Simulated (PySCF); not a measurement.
Compound: C4H8O2P (charge -1).
Atom-mapped SMILES: `[CH3:1][P@:2](=[O:3])([O-:4])[CH:5]1[CH2:6][CH2:7]1` (hydrogens: H8, H9, H10 on C1; H11 on C5; H12, H13 on C6; H14, H15 on C7)

Structure used (PBE0-D3(BJ)/def2-SVP), in Å, numbered top down from 1:
```xyz
15
C4H8O2P angstrom
C      2.460   -0.265    0.020
P      1.290    0.571    1.187
O      1.139    2.015    0.741
O      1.683    0.168    2.588
C     -0.314   -0.243    0.757
C     -1.009    0.186   -0.505
C     -1.535    0.628    0.825
H      3.456    0.174    0.188
H      2.517   -1.344    0.233
H      2.177   -0.106   -1.033
H     -0.428   -1.288    1.071
H     -1.579   -0.554   -1.079
H     -0.490    0.947   -1.097
H     -2.472    0.195    1.191
H     -1.346    1.670    1.103
```

All values: PBE0/pcSseg-1 (PySCF, non-relativistic), on one gas-phase PBE0-D3(BJ)/def2-SVP geometry that isn't relaxed in the solvent. The solvent is an IEF-PCM continuum (Bondi radii, 1.10 Å for H, scaled by 1.2). Specific hydrogen bonds and non-electrostatic terms are outside this model.

| run | E − E(gas) (kJ/mol) | HOMO (eV) | HOMO–LUMO gap (eV) |
| --- | --- | --- | --- |
| gas | 0.00 | -1.89 | 6.97 |
| P | -265.54 | -6.41 | 8.33 |
| Q | -207.69 | -5.50 | 8.00 |

**Question.** The runs were made in chloroform and dimethylsulfoxide. Which run belongs to which solvent?

**Answer.** P = dimethylsulfoxide, Q = chloroform. The dielectric constants are 4.711 (chloroform), 46.83 (dimethylsulfoxide), and the energy falls further as ε rises. In this model the ground state sees the solvent through ε alone.

**Question.** How constant is the ratio of the lowering to 1 − 1/ε?

**Answer.** 
| solvent | 1 − 1/ε | E − E(gas) (kJ/mol) | ratio (kJ/mol) | polarisation term (kJ/mol) |
| --- | --- | --- | --- | --- |
| chloroform | 0.788 | -207.69 | -263.6 | -216.12 |
| dimethylsulfoxide | 0.979 | -265.54 | -271.3 | -282.01 |

The ratio changes by +2.9 % in size from chloroform to dimethylsulfoxide. The polarisation term is half the interaction of the solute with the induced surface charges.
